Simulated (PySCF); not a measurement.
# Orbital picture of NaGe

PW91 at R = 2.760 Å; Na cc-pVDZ, Ge cc-pVDZ-PP with ECP10; scalar-relativistic core potentials (PySCF 2.14). State: ⁴Σ⁻ (quartet), unpaired electrons σ ↑, π ↑↑. Only the outer orbitals are listed, counted within each symmetry, core potentials removing the inner ones.

```tsv
spin	orbital	occ.	ε (eV)	on Na (%)	main shells (%)
α	7σ	1	-10.91	5	95 Ge s
α	8σ	1	-4.16	37	62 Ge p, 34 Na s
α	4π	1	-3.38	12	88 Ge p, 10 Na p
α	4π	1	-3.38	12	88 Ge p, 10 Na p
α	9σ	0	-2.24	80	59 Na s, 21 Na p, 20 Ge p
α	5π	0	-0.65	93	92 Na p
α	5π	0	-0.65	93	92 Na p
β	7σ	1	-9.24	9	91 Ge s
β	8σ	0	-2.84	57	56 Na s, 41 Ge p
β	4π	0	-1.66	21	79 Ge p, 18 Na p
β	4π	0	-1.66	21	79 Ge p, 18 Na p
```

**Question.** Which are the highest filled and the lowest empty level, where do they sit, and how wide is the gap?

**Answer.** Highest filled α 4π at -3.38 eV (in %: 88 Ge p, 10 Na p); lowest empty β 8σ at -2.84 eV (in %: 56 Na s, 41 Ge p); the gap at PW91 is 0.54 eV.

* bond order (Mayer): 1.11
* ⟨S²⟩: 3.751
* charge on Na (Mulliken, basis-dependent): 0.24
* charge on Na (Löwdin, basis-dependent): 0.22
* dipole moment (positive dipole means Na(−)Ge(+)): -6.22 D

Spin–orbit coupling is left out. The state was picked by a PBE0 search and need not be the measured ground state.
